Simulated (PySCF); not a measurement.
Estimate the missing entries of this data sheet.

C8H9NSi.
Z-matrix (Å and degrees, PBE0-D3(BJ)/def2-SVP geometry), rows numbered from 1:
```
N 
C   1  1.3809
C   2  1.4082  1  120.36
C   3  1.3883  2  121.48  1   178.39
C   4  1.3995  3  120.75  2     0.24
C   5  1.3893  4  118.84  3    -0.54
C   2  1.4106  1  121.85  3   177.78
C   7  1.4732  2  124.93  1     0.84
C   8  1.3516  7  118.27  2   179.27
Si  9  1.8695  8  107.68  7     0.54
H   1  1.0115  2  115.75  3    18.43
H   1  1.0108  2  116.80  3   154.76
H   3  1.0938  2  118.77  1    -1.71
H   4  1.0930  3  119.18  2   179.90
H   5  1.0926  4  120.04  3   179.60
H   8  1.0965  7  120.01  2    -1.87
H   9  1.0916  8  121.78  7   179.41
H  10  1.4965  6  113.73  5   -62.39
H  10  1.4962  6  113.88  5    61.48
```

```tsv
property	level	value
rotational constants A, B, C	PBE0-D3(BJ)/def2-SVP	?
dipole moment	B3LYP/def2-SVPD	2.21 D
HOMO energy	B3LYP/def2-SVPD	?
LUMO energy	B3LYP/def2-SVPD	-1.53 eV
lowest singlet excitation	TDDFT B3LYP/def2-SVPD	3.60 eV (345 nm, f = 0.112)
lowest triplet excitation (Tamm–Dancoff)	TDA B3LYP/def2-SVPD	?
static isotropic polarisability	B3LYP/def2-SVPD	131.3 au
vertical ionisation energy	ΔSCF B3LYP/def2-SVPD	7.50 eV
electronic spatial extent ⟨r²⟩ about the centre of nuclear charge	B3LYP/def2-SVPD	1613 bohr²
13C chemical shifts (computed TMS as zero) by class	GIAO PBE/pcSseg-1	151.1 (C8), 143.6 (C2), 136.1 (C6), 135.1 (C7), 131.6 (C4), 125.9 (C5), 125.0 (C9), 118.0 (C3) ppm
1H chemical shifts (computed TMS as zero) by class	GIAO PBE/pcSseg-1	7.52 (H16), 6.96 (H14), 6.95 (H15), 6.39 (H13), 6.10 (H17), 4.93 (H18/H19), 3.33 (H11/H12) ppm
isotropic shieldings of nuclei other than C and H, by class	GIAO PBE/pcSseg-1	184 (N1), 376 (Si10) ppm
```

Electronic properties: PySCF, gas phase, density fitting. Geometry: PBE0-D3(BJ)/def2-SVP; no solvent or vibrations. NMR classes are plain means over equivalent atoms (diastereotopic ones count apart unless rotation or inversion swaps them), as if these changed places fast; in this geometry the members of some classes differ.

(1) Give the lowest triplet excitation (Tamm–Dancoff).

(2) The HOMO energy?

(3) What are the rotational constants A, B, C?

Results:

(1) 2.72 eV.

(2) -5.72 eV.

(3) 1.975, 1.074, 0.702 GHz.

The ΔSCF ionisation energy exceeds −ε(HOMO) by 1.78 eV with B3LYP. In atomic units the dipole is 0.87 e·bohr (1 au = 2.5417 D). The principal polarisabilities are 77.2, 141.9 and 174.9 au; their mean is the isotropic value. The largest Löwdin shares of the HOMO are 0.21 on N1, 0.14 on C7, 0.13 on C2 and 0.12 on C5.
